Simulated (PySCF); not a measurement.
H3NZn, SMILES [ZnH][NH2].

Coordinates come from a PBE0-D3(BJ)/def2-TZVP optimisation.

The numbers are results of PBE/def2-TZVPD (PySCF), not measurements.

Symmetry labels are those of the subgroup Cs that the program uses (full group Cs).

Computed valence orbital energies around the gap with their symmetry:
| orbital | symmetry | energy (eV) |
|---|---|---|
| HOMO−7 | A" | -11.95 |
| HOMO−6 | A" | -11.49 |
| HOMO−5 | A' | -11.49 |
| HOMO−4 | A' | -11.46 |
| HOMO−3 | A" | -10.69 |
| HOMO−2 | A' | -8.72 |
| HOMO−1 | A' | -7.57 |
| HOMO | A' | -5.52 |
| LUMO | A" | -1.08 |
| LUMO+1 | A' | -0.90 |
| LUMO+2 | A' | -0.65 |
| LUMO+3 | A' | 0.74 |
